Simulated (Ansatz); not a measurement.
Total energies of AgTe₂ (the lowest doublet isomer of a short search) from Ansatz at r2SCAN-D4/def2-TZVP, gas phase (1 Eh = 27.2114 eV = 2625.5 kJ/mol). The reference geometry is relaxed at PBE0-D4/def2-TZVP.

Cartesian coordinates in Å:
```
Ag 1.2410 -0.7616 -0.5819
Te 0.1379 1.5019 0.4393
Te -1.3789 -0.7404 0.1426
```

| state | geometry | energy (Eh) |
| --- | --- | --- |
| charge 0 doublet | reference | -683.36227 |
| charge 1 triplet | reference | -683.09812 |
| charge 0 quartet | relaxed at PBE0-D4/def2-TZVP | -683.32409 |
| free Ag atom (doublet) | – | -147.01662 |
| free Te atom (triplet) | – | -268.08831 |

In the def2 sets Ag, Te take a core potential; there is no spin–orbit coupling.

Work out the vertical ionisation energy to the triplet.

E(charge 1 triplet) − E(charge 0 doublet) = -683.09812 − (-683.36227) = 0.26415 Eh = 7.19 eV. For comparison, −ε of the highest occupied level of the spin that leaves is 4.74 eV at this level, 2.45 eV less.

Which of the charge 0 states is lowest, and how far above it are the others?

The doublet. quartet: -683.32409 − (-683.36227) = 0.03818 Eh = 100.2 kJ/mol.

What is the binding energy per atom against free atoms?

Atoms: 1 × (-147.01662) + 2 × (-268.08831) = -683.19324 Eh. Binding: -683.19324 − (-683.36227) = 0.16903 Eh = 4.60 eV, or 1.53 eV for each of 3 atoms (no zero-point energy, no counterpoise term).

The structure comes from a short search, and lower isomers may exist.
